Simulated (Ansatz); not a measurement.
Reaction (substitution at a C–Si bond): `BOC[SiH2]Br` + H–F → `BOCF` + `[SiH3]Br`

Computed with Ansatz on PBE0-D4/def2-TZVP structures; ΔE is electronic, products minus reactants. CCSD(T)/CBS adds triple-zeta CCSD(T) − MP2 to the extrapolated MP2 energy (def2 sets, frozen cores). This one scheme is used for every species. Functionals use def2-TZVPP. B3LYP here is the variant with VWN-RPA as its local correlation; programs differ in this. For Br outer-core shells are correlated without core-valence functions, which leaves a few kJ/mol of doubt a bond. Scalar relativity is left out up to krypton. Each species was taken in one conformer, which may not be the lowest.

`BOC[SiH2]Br`:

Z-matrix (Å, degrees):
```
C
O 1 1.417
Si 1 1.886 2 110.5
H 1 1.096 2 108.3 3 -119.4
H 1 1.096 2 111.1 3 122.3
B 2 1.344 1 121.9 3 -107.2
Br 3 2.219 1 108.2 2 61.7
H 3 1.480 1 111.3 2 -56.9
H 3 1.483 1 109.5 2 180.0
H 6 1.202 2 120.1 1 -3.8
H 6 1.195 2 116.5 1 177.2
```

H–F:

Cartesian coordinates in Å:
```
F 0.183 0.403 0.126
H -0.183 -0.403 -0.126
```

`BOCF`:

```xyz
8

B    -1.189    0.609   -0.203
O    -0.497   -0.543   -0.076
C     0.862   -0.539    0.210
F     1.555   -0.785   -0.938
H    -0.636    1.658   -0.017
H    -2.344    0.515   -0.486
H     1.181    0.434    0.598
H     1.069   -1.349    0.912
```

`[SiH3]Br`:

Cartesian coordinates in Å:
```
Si 0.079 -0.056 0.132
Br -0.993 0.698 -1.660
H -0.916 -0.316 1.196
H 1.046 0.978 0.567
H 0.785 -1.304 -0.236
```

CCSD(T)/CBS gives +50.8 kJ/mol.

(1) Another level gave +34.0 kJ/mol. Which?
A. ωB97X-V/def2-TZVPP
B. B3LYP-D4/def2-TZVPP
C. HF/def2-TZVPP
D. MP2/def2-TZVPP

Largest T1 diagnostic among the species: 0.013.

## Answers

(1) A. ωB97X-V 34.0, HF/def2-TZVPP 9.3, B3LYP-D4 39.6, MP2/def2-TZVPP 52.8 kJ/mol.

The D4 term adds +13.6 kJ/mol with B3LYP and +7.7 kJ/mol with PBE0; it sums over pairs of atoms, weighted by their polarisabilities, and B3LYP, whose exchange is more repulsive, gets the larger term. In def2-TZVPP, CCSD(T) changes the Hartree–Fock value by +34.0 kJ/mol (the triples alone add +3.5 kJ/mol) and MP2 by +43.5 kJ/mol.
